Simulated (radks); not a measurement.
Fractional charge and spin in the 4s shell of arsenic: the spin-up occupation runs from 0 to 1 and the spin-down occupation from 0 to 1; the fullest corner is As, [Ar] 3d10 4p(up 1.5, down 1.5) 4s(up 1, down 1). All-electron calculation, scalar-relativistic Kohn-Sham, r2SCAN, spin-polarised, spherical densities, finite nucleus; meta-GGA in the generalised Kohn-Sham scheme; Fermi nuclear charge, rms radius of each element as measured or else 0.836 A^(1/3) + 0.57 fm. Program: a radial shooting solver on a logarithmic mesh with Libxc functionals. Energy (eV) minus the two flat planes that join the four corners (they meet along the diagonal where the two added fractions sum to one electron); zero is where a piecewise linear energy would lie.

down \ up       0     0.5       1
0           0.000  -1.221   0.000
0.5        -1.221   0.509  -1.073
1           0.000  -1.073   0.000

Corners above the fullest one (they belong to As+ and the next ion): (up 1, down 0) 19.249 eV, (up 0, down 1) 19.249 eV, (up 0, down 0) 49.736 eV. With half an added electron in each spin the energy lies 0.509 eV from the planes, and with half an added electron in spin up alone -1.221 eV. The planes are only a guide here: the flat-plane condition holds for ground states with one frontier orbital, while this shell lies below other occupied shells, so the corners above the fullest one are inner-hole states and not the ground states of those ions.
